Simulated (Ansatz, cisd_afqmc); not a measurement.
Species: Ga$_{2}$, charge 0, triplet. Ga2 (SMILES [Ga][Ga], triplet).
B3LYP-D3(BJ)/def2-TZVP minimum from Ansatz (an electronic-structure program):
```xyz
2

Ga     0.0000     0.0000    -1.3696
Ga     0.0000     0.0000     1.3696
```
Charge 0, spin multiplicity 3.

Total energies in cc-pVDZ, 6 correlated electrons, 28 frozen orbitals. Open shells are spin-unrestricted; no spin-orbit coupling. Cores are frozen in correlated methods (noble-gas shells, and filled d and f shells in the p block). No relativity. AFQMC/CISD: phaseless, guided by CISD from CCSD amplitudes; bars are statistical, one sigma. Outlying blocks are dropped, and bars are widened where a walk drifts. Over all cases where full CI ran beside it in this data, AFQMC minus full CI had a median of +0.1 mEh and passed +0.4 mEh in a tenth of the cases. The UHF reference of Ga2 ([Ga][Ga], triplet) is spin-contaminated (<S^2> up to 0.03 over the pure value in the sets run).

```tsv
method	program	energy (Eh)	minus CCSDTQ (mEh)
HF	Ansatz	-3846.41047	105.48
MP2	Ansatz	-3846.48349	32.46
CCSD	Ansatz	-3846.51102	4.93
CCSD(T)	Ansatz	-3846.51452	1.43
CCSDT(Q)	Ansatz	-3846.51591	0.03
CCSDTQ	Ansatz	-3846.51595	0.00
AFQMC/CISD	cisd_afqmc	-3846.5150 ± 0.0002	1.0 ± 0.2
```

Rough core times of Ansatz's runs on a shared machine: CCSD(T) under 20 s, CCSDT(Q) under 20 s, CCSDTQ 40 s.
